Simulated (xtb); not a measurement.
Computed with GFN2-xTB (xtb).

```
xtb start.xyz --ohess tight --gfn 2 --chrg 0 --uhf 0 --iterations 400

# start.xyz
8

C     -1.008499     0.686790     0.038213
C     -1.032624    -0.645535     0.085295
C      0.517556    -0.682374    -0.134117
S      2.223386    -1.099425     0.097325
S      2.261828     1.022506     0.022430
C      0.541684     0.652105    -0.181257
H     -1.725535     1.478874    -0.011082
H     -1.777852    -1.412674     0.091100
```

Output:

```
[...]
        20                         -0.1352264              -3.6797
       ...                                ...                  ...
        36                          0.7812493              21.2589
      -------------------------------------------------------------
                  HL-Gap            0.0502591 Eh            1.3676 eV
             Fermi-level           -0.3273150 Eh           -8.9067 eV


         :::::::::::::::::::::::::::::::::::::::::::::::::::::
         ::                     SUMMARY                     ::
         :::::::::::::::::::::::::::::::::::::::::::::::::::::
         :: total energy             -15.897790518314 Eh    ::
         :: gradient norm              0.000360560666 Eh/a0 ::
         :: HOMO-LUMO gap              1.367619297168 eV    ::
         ::.................................................::
         :: SCC energy               -16.076433311776 Eh    ::
         :: -> isotropic ES            0.000449459420 Eh    ::
         :: -> anisotropic ES          0.000994195605 Eh    ::
         :: -> anisotropic XC          0.010997925194 Eh    ::
         :: -> dispersion             -0.007044195580 Eh    ::
         :: repulsion energy           0.178642793462 Eh    ::
         :: add. restraining           0.000000000000 Eh    ::
         :: total charge              -0.000000000000 e     ::
         :::::::::::::::::::::::::::::::::::::::::::::::::::::

           -------------------------------------------------
          |                Numerical Hessian                |
           -------------------------------------------------
step length          :   0.00500
SCC accuracy         :   0.30000
Hessian scale factor :   1.00000
frozen atoms in %    :   0.00000    0
RMS gradient         :   0.00036
estimated CPU  time      0.00 min
estimated wall time      0.00 min

writing file <hessian>.

 projected vibrational frequencies (cm⁻¹)
eigval :       -0.00    -0.00    -0.00    -0.00     0.00     0.00
eigval :       95.37   246.75   358.94   412.22   465.47   501.39
eigval :      640.48   721.29   760.13   836.61   998.80  1013.08
eigval :     1107.45  1197.15  1450.05  1592.28  3153.14  3173.06
           -------------------------------------------------
          |                Property Printout                |
           -------------------------------------------------

    * Orbital Energies and Occupations

         #    Occupation            Energy/Eh            Energy/eV
      -------------------------------------------------------------
         1        2.0000           -0.7469305             -20.3250
       ...           ...                  ...                  ...
         3        2.0000           -0.6749456             -18.3662
         4        2.0000           -0.6079899             -16.5442
         5        2.0000           -0.5845504             -15.9064
         6        2.0000           -0.5406248             -14.7112
         7        2.0000           -0.5231882             -14.2367
         8        2.0000           -0.5138714             -13.9832
         9        2.0000           -0.5053462             -13.7512
        10        2.0000           -0.4901319             -13.3372
        11        2.0000           -0.4451697             -12.1137
        12        2.0000           -0.4402828             -11.9807
        13        2.0000           -0.4279785             -11.6459
        14        2.0000           -0.3931256             -10.6975
        15        2.0000           -0.3524436              -9.5905 (HOMO)
        16                         -0.3021845              -8.2229 (LUMO)
        17                         -0.2963951              -8.0653
        18                         -0.2287058              -6.2234
        19                         -0.2119693              -5.7680
        20                         -0.1352264              -3.6797
        21                         -0.0434460              -1.1822
        22                         -0.0399712              -1.0877
        23                         -0.0159181              -0.4332
        24                         -0.0104386              -0.2840
        25                         -0.0052429              -0.1427
        26                          0.0247644               0.6739
       ...                                ...                  ...
        36                          0.7812493              21.2589
      -------------------------------------------------------------
                  HL-Gap            0.0502591 Eh            1.3676 eV
             Fermi-level           -0.3273151 Eh           -8.9067 eV

     #   Z          covCN         q      C6AA      α(0)
     1   6 C        3.275    -0.022    27.131     8.390
     2   6 C        3.275    -0.022    27.131     8.390
     3   6 C        3.670    -0.023    21.237     6.606
     4  16 S        2.295    -0.013   141.590    20.027
     5  16 S        2.294    -0.013   141.591    20.027
     6   6 C        3.670    -0.023    21.237     6.606
     7   1 H        0.927     0.058     2.228     2.334
     8   1 H        0.927     0.058     2.228     2.334

 Mol. C6AA /au·bohr⁶  :       2146.343486
 Mol. C8AA /au·bohr⁸  :      79536.182413
 Mol. α(0) /au        :         74.714921

Wiberg/Mayer (AO) data.
largest (>0.10) Wiberg bond orders for each atom

 ---------------------------------------------------------------------------
     #   Z sym  total        # sym  WBO       # sym  WBO       # sym  WBO
 ---------------------------------------------------------------------------
     1   6 C    3.971 --     2 C    1.939     7 H    0.963     6 C    0.937
     2   6 C    3.971 --     1 C    1.939     8 H    0.963     3 C    0.937
     3   6 C    3.853 --     6 C    1.643     4 S    1.082     2 C    0.937
                             5 S    0.145
     4  16 S    2.486 --     5 S    1.149     3 C    1.082     6 C    0.145
     5  16 S    2.486 --     4 S    1.149     6 C    1.082     3 C    0.145
     6   6 C    3.853 --     3 C    1.643     5 S    1.082     1 C    0.937
                             4 S    0.145
     7   1 H    0.997 --     1 C    0.963
     8   1 H    0.997 --     2 C    0.963
 ---------------------------------------------------------------------------

Topologies differ in total number of bonds
Writing topology from bond orders to xtbtopo.mol

molecular dipole:
                 x           y           z       tot (Debye)
 q only:       -0.438       0.010       0.057
   full:       -0.659       0.020       0.226       1.771
molecular quadrupole (traceless):
                xx          xy          yy          xz          yz          zz
 q only:        0.247      -0.005       0.347      -0.182      -0.030      -0.593
  q+dip:       -0.192      -0.015       0.779      -0.919      -0.031      -0.587
   full:       -0.166       0.004       0.528      -0.231      -0.027      -0.362

           -------------------------------------------------
Molecule has the following symmetry elements: (sigma)
It seems to be the Cs point group
          |                Geometry Summary                 |
           -------------------------------------------------

      molecular mass/u    :      114.1883999
   center of mass at/Å    :        1.0832773      -0.0185324       0.0301553
  moments of inertia/u·Å² :        0.1004571E+03   0.2043623E+03   0.2980012E+03
rotational constants/cm⁻¹ :        0.1678093E+00   0.8248893E-01   0.5656901E-01

 * 7 selected distances

     #   Z          #   Z                                           value/Å
     1   6 C        2   6 C                                       1.3324263
     3   6 C        4  16 S                                       1.7567394
     4  16 S        5  16 S                                       2.1030139 (max)
     3   6 C        6   6 C                                       1.3675847
     5  16 S        6   6 C                                       1.7567829
     1   6 C        7   1 H                                       1.0700025 (min)
     2   6 C        8   1 H                                       1.0700122

 * 4 distinct bonds (by element types)

   Z      Z             #   av. dist./Å        max./Å        min./Å
   1 H    6 C           2     1.0700074     1.0700122     1.0700025
   6 C    6 C           2     1.3500055     1.3675847     1.3324263
   6 C   16 S           2     1.7567612     1.7567829     1.7567394
  16 S   16 S           1     2.1030139     2.1030139     2.1030139

           -------------------------------------------------
          |               Frequency Printout                |
           -------------------------------------------------
 projected vibrational frequencies (cm⁻¹)
eigval :       -0.00    -0.00    -0.00    -0.00     0.00     0.00
eigval :       95.37   246.75   358.94   412.22   465.47   501.39
eigval :      640.48   721.29   760.13   836.61   998.80  1013.08
eigval :     1107.45  1197.15  1450.05  1592.28  3153.14  3173.06
 reduced masses (amu)
   1: 23.89   2: 27.03   3: 27.77   4: 22.40   5: 17.81   6: 15.72   7: 13.68   8: 16.67
   9: 16.79  10: 11.85  11: 31.17  12: 21.88  13: 18.86  14:  5.49  15:  3.39  16: 10.34
  17:  1.69  18: 10.70  19:  5.87  20: 12.45  21: 11.98  22: 11.26  23:  1.80  24:  2.08
 IR intensities (km·mol⁻¹)
   1:  0.01   2:  0.11   3:  0.03   4:  0.25   5:  0.34   6:  0.47   7:  9.03   8:  1.70
   9: 33.15  10: 41.70  11:  2.13  12: 14.84  13:  9.94  14:  1.14  15: 22.23  16:  0.52
  17:  4.32  18: 13.32  19: 11.83  20: 10.71  21: 72.34  22: 14.59  23:  3.01  24: 21.26
 Raman intensities (Ä⁴*amu⁻¹)
   1:  0.00   2:  0.00   3:  0.00   4:  0.00   5:  0.00   6:  0.00   7:  0.00   8:  0.00
   9:  0.00  10:  0.00  11:  0.00  12:  0.00  13:  0.00  14:  0.00  15:  0.00  16:  0.00
  17:  0.00  18:  0.00  19:  0.00  20:  0.00  21:  0.00  22:  0.00  23:  0.00  24:  0.00
 output can be read by thermo (or use thermo option).
 writing <g98.out> molden fake output.
 recommended (thermochemical) frequency scaling factor: 1.0
           -------------------------------------------------
          |             Thermodynamic Functions             |
           -------------------------------------------------

cs  symmetry found (for desy threshold:  0.10E+00) used in thermo

          ...................................................
          :                      SETUP                      :
          :.................................................:
          :  # frequencies                          18      :
          :  # imaginary freq.                       0      :
          :  linear?                             false      :
          :  only rotor calc.                    false      :
          :  symmetry                               cs      :
          :  rotational number                       1      :
          :  scaling factor                  1.0000000      :
          :  rotor cutoff                   50.0000000 cm⁻¹ :
          :  imag. cutoff                  -20.0000000 cm⁻¹ :
          :.................................................:

    mode    ω/cm⁻¹     T·S(HO)/kcal·mol⁻¹    T·S(FR)/kcal·mol⁻¹   T·S(vib)
   ------------------------------------------------------------------------
       1     95.37    -1.05747 ( 92.98%)    -0.86499 (  7.02%)    -1.04395
       2    246.75    -0.52286 ( 99.83%)    -0.58354 (  0.17%)    -0.52296
   ------------------------------------------------------------------------

   temp. (K)  partition function   enthalpy   heat capacity  entropy
                                   cal/mol     cal/K/mol   cal/K/mol   J/K/mol
 298.15  VIB   7.79                 1809.112     13.639     10.103
         ROT  0.189E+06              888.752      2.981     27.125
         INT  0.147E+07             2697.865     16.620     37.227
         TR   0.118E+28             1481.254      4.968     40.095
         TOT                        4179.1184    21.5879    77.3228   323.5186

       T/K    H(0)-H(T)+PV         H(T)/Eh          T*S/Eh         G(T)/Eh
   ------------------------------------------------------------------------
    298.15    0.665985E-02    0.493155E-01    0.367386E-01    0.125770E-01
   ------------------------------------------------------------------------

         :::::::::::::::::::::::::::::::::::::::::::::::::::::
         ::                  THERMODYNAMIC                  ::
         :::::::::::::::::::::::::::::::::::::::::::::::::::::
         :: total free energy         -15.885213566735 Eh   ::
         ::.................................................::
         :: total energy              -15.897790518311 Eh   ::
         :: zero point energy           0.042655656742 Eh   ::
         :: G(RRHO) w/o ZPVE           -0.030078705166 Eh   ::
         :: G(RRHO) contrib.            0.012576951576 Eh   ::
         :::::::::::::::::::::::::::::::::::::::::::::::::::::

optimized geometry written to: xtbopt.xyz

           -------------------------------------------------
          | TOTAL ENERGY              -15.897790518311 Eh   |
          | TOTAL ENTHALPY            -15.848475012423 Eh   |
          | TOTAL FREE ENERGY         -15.885213566735 Eh   |
          | GRADIENT NORM               0.000360654717 Eh/α |
          | HOMO-LUMO GAP               1.367619510719 eV   |
           -------------------------------------------------

------------------------------------------------------------------------
```

Cost: around 0.4 core-seconds (rough).
